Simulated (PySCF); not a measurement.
# Bond curve of HgF

Set-up: Hg cc-pVDZ-PP with ECP60, F cc-pVDZ; scalar-relativistic core potentials (PySCF 2.14). Energies in eV from Hg + F in their ground configurations at the same level. State: ²Σ⁺ (doublet), unpaired electrons σ ↑.

```tsv
R (Å)	LC-ωPBE	r²SCAN	M06	PBE
1.767	-0.895	-0.668	-0.224	-0.681
1.849	-1.387	-1.192	-0.797	-1.232
1.932	-1.616	-1.459	-1.108	-1.529
1.993	-1.672	-1.546	-1.225	-1.637
2.055	-1.657	-1.564	-1.272	-1.678
2.117	-1.592	-1.537	-1.271	-1.671
2.199	-1.457	-1.453	-1.222	-1.611
2.302	-1.246	-1.308	-1.118	-1.491
2.425	-0.980	-1.117	-0.968	-1.319
2.589	-0.665	-0.878	-0.770	-1.090
```

Task: Put a parabola through the three lowest points of the LC-ωPBE curve and estimate Re, k and ωe (reduced mass 17.36 u; 1 eV/Å² = 0.16022 mdyn/Å; ωe = 1302.8·√(k/μ) cm⁻¹).

Result: Through R = 1.932, 1.993, 2.055 Å the second-order coefficient is 9.43 eV/Å², so Re ≈ 2.011 Å, k ≈ 3.02 mdyn/Å and ωe ≈ 544 cm⁻¹. A polynomial fit of higher order to the unrounded LC-ωPBE energies gives Re = 2.008 Å, k = 2.70 mdyn/Å, ωe = 513 cm⁻¹; anharmonicity and rounding make the difference.

The higher-order fit for each curve: LC-ωPBE: Re = 2.008 Å, ωe = 513 cm⁻¹, De = 1.67 eV; r²SCAN: Re = 2.046 Å, ωe = 450 cm⁻¹, De = 1.57 eV; M06: Re = 2.084 Å, ωe = 406 cm⁻¹, De = 1.28 eV; PBE: Re = 2.074 Å, ωe = 419 cm⁻¹, De = 1.68 eV.

Spin–orbit coupling is left out, which matters for elements this heavy, above all for dissociation energies. The state was picked by a PBE0 search and need not be the measured ground state.
